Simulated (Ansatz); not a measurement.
HClSn (SMILES [Cl][SnH]), singlet, geometry from GFN2-xTB (such geometries of metal compounds can be far from the true shape) (core potentials on Sn), atoms displaced at random by about 0.08 Å a coordinate; Ansatz (a program for electronic structure) with B3LYP/def2-SVP, gradient.

Here is a job for Ansatz.
Ansatz 0.2 input:
```yaml
crystal:
  periodic: [false, false, false]
  atoms:
    - {symbol: Sn, position_ang: [-0.37645404, -0.37385309, 0.36198069]}
    - {symbol: H, position_ang: [-1.60634801, -1.12818562, -0.90534557]}
    - {symbol: Cl, position_ang: [0.94364357, 1.09270316, -1.21228780]}
basis:
  gaussian:
    orbitals: def2-SVP
hamiltonian:
  xc: b3lyp
output: {forces: true}
```

Task: Predict the main parts of the log of this Ansatz run.

Result: 
```
Functional definition: B3LYP
551 factors; integrals over basis functions are off by at most 6.0e-4 eV
mean field evaluation 1: about -18368.1553 eV, gradient 1.8e1 eV
mean field evaluation 2: about -18362.9999 eV, gradient 4.4e1 eV
mean field evaluation 4: about -18369.4506 eV, gradient 1.7e0 eV
mean field evaluation 8: about -18369.4786 eV, gradient 7.7e-2 eV
mean field evaluation 16: about -18369.4786 eV, gradient 2.0e-5 eV
mean field -18369.47860467 eV, -675.0658874417 hartree, gradient 2.0e-5 eV, S^2 0.000000; 0 other end points of the search recorded, 0 dependent functions left out
the calculation of the forces begins
reference -18369.47879793 eV, -675.0658945439 hartree; 20, 20 occupied and 29, 29 virtual orbitals, 551 factors
Total energy: -18369.47879793 eV, -675.0658945439 hartree
Atom 0 at    -0.376454    -0.373853     0.361981 Å, force    -0.055545     0.210329    -1.149017 eV/Å
Atom 1 at    -1.606348    -1.128186    -0.905346 Å, force     0.676292     0.448180     0.547717 eV/Å
Atom 2 at     0.943644     1.092703    -1.212288 Å, force    -0.620747    -0.658508     0.601300 eV/Å
Dipole moment:    -0.232847    -0.315951     0.533524 e Å
```
